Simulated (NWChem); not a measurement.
# CrNH₃S₂O; SMILES [NH]=[Cr](=[O])([SH])[SH]

```xyz
8

Cr     0.3669     0.0011     0.0277
O      1.2094    -0.0511     1.3238
N      1.2431     0.0950    -1.3219
H      2.2396     0.1583    -1.5503
S     -0.8558     1.8457    -0.0258
H     -1.3143     1.7640     1.2459
S     -0.8351    -1.8641     0.0028
H     -1.0527    -1.9094    -1.3304
```
Atoms are numbered in this order, from 1.

Results from NWChem. All runs use the structure optimised with B3LYP/6-31G* (spherical d). Not confirmed as a minimum by frequencies.

Q: What does the run give for PBE/aug-cc-pVDZ? Quantities: highest occupied level (eV); orbital gap (eV); dipole (D).

A: 
```yaml
highest occupied level (eV): -6.32
orbital gap (eV): 1.88
dipole (D): 1.16
```
